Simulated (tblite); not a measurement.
Compound: C6H9ClO.
SMILES with atom numbers: `[CH3:1][C@@H:2]1[CH2:3][C@:4]1([CH3:5])[C:6](=[O:7])[Cl:8]` (hydrogens: H9, H10, H11 on C1; H12 on C2; H13, H14 on C3; H15, H16, H17 on C5)

Computed with GFN2-xTB (tblite), gas phase: L-BFGS steps from a force-field or distance-geometry start until the largest atomic force falls under 0.01 eV/Å.

Step 96: E = -708.5562 eV
```
atom  x, y, z in Å  |  force x, y, z in eV/Å
C1      1.8249    0.9593   -0.0776    0.019  -0.025   0.013
C2      0.9388   -0.2408    0.1176    0.039  -0.031  -0.045
C3      0.2568   -0.8791   -1.0370    0.045  -0.005   0.013
C4     -0.5933   -0.1814    0.0124    0.002   0.003  -0.018
C5     -1.3882   -1.0524    0.9622   -0.010  -0.010  -0.007
C6     -1.1159    1.1226   -0.4024    0.047   0.126   0.012
O7     -0.7517    1.7926   -1.3181   -0.084  -0.102   0.030
Cl8    -2.3697    1.7978    0.6673   -0.020   0.031  -0.038
H9      1.8611    1.5602    0.8289   -0.014   0.033   0.000
H10     2.8374    0.6272   -0.3039   -0.024  -0.009  -0.011
H11     1.4735    1.5749   -0.9009    0.015   0.020   0.040
H12     1.2724   -0.8940    0.9176    0.018  -0.006  -0.047
H13     0.3396   -0.3916   -1.9982    0.011  -0.024   0.036
H14     0.1821   -1.9549   -1.0824   -0.009   0.005  -0.011
H15    -0.7711   -1.3908    1.7911    0.001  -0.004   0.012
H16    -2.2321   -0.5079    1.3684   -0.030   0.005   0.053
H17    -1.7715   -1.9297    0.4452   -0.006  -0.007  -0.032
```

Step 97: E = -708.5572 eV
```
atom  x, y, z in Å  |  force x, y, z in eV/Å
C1      1.8246    0.9602   -0.0772    0.007  -0.007   0.015
C2      0.9396   -0.2407    0.1183    0.033  -0.019  -0.025
C3      0.2587   -0.8812   -1.0351    0.028  -0.007   0.004
C4     -0.5930   -0.1817    0.0117    0.007   0.010   0.000
C5     -1.3899   -1.0530    0.9603   -0.011   0.000  -0.001
C6     -1.1155    1.1229   -0.4026    0.036   0.100   0.006
O7     -0.7567    1.7900   -1.3223   -0.062  -0.095   0.016
Cl8    -2.3625    1.8023    0.6710   -0.025   0.028  -0.024
H9      1.8666    1.5591    0.8307   -0.016   0.018   0.003
H10     2.8352    0.6298   -0.3116   -0.010  -0.015  -0.012
H11     1.4682    1.5804   -0.8948    0.012   0.015   0.027
H12     1.2737   -0.8922    0.9192    0.016  -0.010  -0.039
H13     0.3424   -0.3962   -1.9968    0.012  -0.016   0.021
H14     0.1827   -1.9571   -1.0782   -0.003   0.010  -0.009
H15    -0.7740   -1.3937    1.7894    0.000  -0.004   0.002
H16    -2.2338   -0.5083    1.3682   -0.015  -0.003   0.038
H17    -1.7732   -1.9285    0.4399   -0.010  -0.004  -0.021
```

**Question.** Estimate the geometry and energy of step 98. (The exact step hangs on the optimiser's Hessian estimate; all steps are aligned on step 97, rigid shifts and turns removed.)

**Answer.** E = -708.5586 eV, largest force 0.111 eV/Å
```
atom  x, y, z in Å  |  force x, y, z in eV/Å
C1      1.8219    0.9637   -0.0738    0.018   0.025   0.000
C2      0.9415   -0.2409    0.1206    0.010   0.013   0.014
C3      0.2646   -0.8873   -1.0307   -0.008   0.005  -0.004
C4     -0.5922   -0.1840    0.0088    0.020   0.026   0.036
C5     -1.3948   -1.0540    0.9551   -0.007   0.015   0.012
C6     -1.1150    1.1210   -0.4072    0.024   0.071  -0.020
O7     -0.7746    1.7761   -1.3424   -0.039  -0.098   0.033
Cl8    -2.3340    1.8189    0.6866   -0.017   0.013  -0.018
H9      1.8796    1.5537    0.8397   -0.018  -0.015   0.004
H10     2.8290    0.6394   -0.3321   -0.018  -0.016  -0.002
H11     1.4515    1.5974   -0.8748    0.008  -0.004   0.005
H12     1.2774   -0.8876    0.9240    0.006  -0.022  -0.026
H13     0.3500   -0.4078   -1.9938    0.017   0.001  -0.016
H14     0.1862   -1.9633   -1.0689    0.012   0.006  -0.007
H15    -0.7812   -1.4026    1.7831   -0.001  -0.006  -0.018
H16    -2.2359   -0.5069    1.3690    0.015  -0.019   0.000
H17    -1.7809   -1.9240    0.4268   -0.022   0.004   0.005
```

The energy changes by -0.0014 eV. The first-order estimate −F·Δx gives -0.0025 eV and the mean of the old and new forces, exact on a quadratic surface, -0.0015 eV. The step makes an angle of 80° with the force vector and moves no atom by more than 0.037 Å.

The cost below is that of the whole relaxation. Hardware: one thread of an Arm Neoverse V1, shared host with 64 logical CPUs at a one-minute load of 14. Cost: 1.2 s of wall time.
